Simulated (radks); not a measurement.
Values are calculated unless marked as measured or tabulated.
Orbital eigenvalues (eV) of the lutetium ion Lu+, [Xe] 4f14 6s2, at several levels of relativity; Dirac values are averaged over j with weights 2j + 1. Spin-unpolarised spherical Kohn-Sham, BLYP, point nucleus unless stated (finite: rms radius 5.37 fm), a radial shooting solver on a logarithmic mesh with Libxc functionals. A level marked "c x" has the speed of light scaled by that factor.

| shell | non-rel. | scalar-rel. | scalar-rel., finite nucleus | Dirac | change of magnitude, last against first (%) |
|---|---|---|---|---|---|
| 3s | -2145.8 | -2448.5 | -2447.9 | -2443.7 | +13.88 |
| 3p | -1956.6 | -2059.9 | -2059.9 | -2068.2 | +5.70 |
| 3d | -1603.8 | -1593.6 | -1593.6 | -1590.2 | -0.85 |
| 4s | -420.40 | -494.13 | -493.98 | -493.14 | +17.30 |
| 4p | -342.96 | -366.64 | -366.65 | -368.84 | +7.55 |
| 4d | -202.76 | -200.46 | -200.47 | -200.03 | -1.34 |
| 5s | -59.865 | -69.757 | -69.735 | -69.609 | +16.28 |
| 5p | -39.000 | -40.210 | -40.214 | -40.543 | +3.96 |
| 4f | -24.323 | -18.233 | -18.237 | -18.169 | -25.30 |
| 5d (empty) | -10.390 | -9.0993 | -9.1011 | -9.0977 | -12.44 |
| 6s | -10.230 | -10.985 | -10.983 | -10.979 | +7.32 |
| 6p (empty) | -6.6015 | -6.4635 | -6.4644 | -6.4953 | -1.61 |
